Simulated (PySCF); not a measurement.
Relaxation of quartet IReN

Method: PySCF, UPBE0, basis Re def2-SVP with ECP60, N def2-SVP, I def2-SVP with ECP28 (scalar-relativistic core potentials, no spin–orbit coupling, density fitting). A (50,194) grid was used.

A hand-made bent start, of Cs symmetry, held to at least that symmetry:

```xyz
3
charge 0 multiplicity 4, angstrom
Re   -0.7744    0.0000   -0.6299
N    -2.2407    0.0000    0.3968
I     1.3882    0.0000    0.8843
```

At each step, columns x, y, z (Å) and Fx, Fy, Fz (eV/Å):

```
step 0  E − E(last) = 61.88 kJ/mol
Re  -0.774   0.000  -0.630  -4.717   0.000   4.181
N   -2.241   0.000   0.397   4.639   0.000  -3.823
I    1.388   0.000   0.884   0.078   0.000  -0.359
step 1  E − E(last) = 5.49 kJ/mol
Re  -0.829   0.000  -0.538   1.122   0.000  -0.433
N   -2.201   0.000   0.325  -1.311   0.000   0.508
I    1.403   0.000   0.864   0.189   0.000  -0.076
step 2  E − E(last) = 2.46 kJ/mol
Re  -0.815   0.000  -0.514  -0.616   0.000   0.563
N   -2.248   0.000   0.308   0.485   0.000  -0.507
I    1.436   0.000   0.857   0.131   0.000  -0.056
step 3  E − E(last) = 0.98 kJ/mol
Re  -0.816   0.000  -0.485  -0.406   0.000   0.334
N   -2.274   0.000   0.286   0.326   0.000  -0.311
I    1.463   0.000   0.850   0.081   0.000  -0.023
step 4  E − E(last) = 0.09 kJ/mol
Re  -0.819   0.000  -0.452  -0.085   0.000   0.080
N   -2.302   0.000   0.260   0.076   0.000  -0.081
I    1.494   0.000   0.842   0.009   0.000   0.001
step 5  E − E(last) = 0.01 kJ/mol
Re  -0.820   0.000  -0.442  -0.015   0.000   0.019
N   -2.310   0.000   0.253   0.021   0.000  -0.028
I    1.503   0.000   0.840  -0.007   0.000   0.009
step 6  E − E(last) = 0.00 kJ/mol
Re  -0.820   0.000  -0.440   0.009   0.000  -0.001
N   -2.312   0.000   0.251  -0.003   0.000  -0.012
I    1.505   0.000   0.839  -0.006   0.000   0.013
```

It ends at Cs with Re–I 2.653 Å, Re–N 1.644 Å; I–Re–N 126.4°. A frequency run shows a minimum. Other isomers or separated fragments may lie lower.

With open d or f shells other occupations or spin states may lie lower. Spin–orbit coupling, left out here, can matter for elements this heavy.

The relaxation took roughly 100 core-seconds on a shared host.
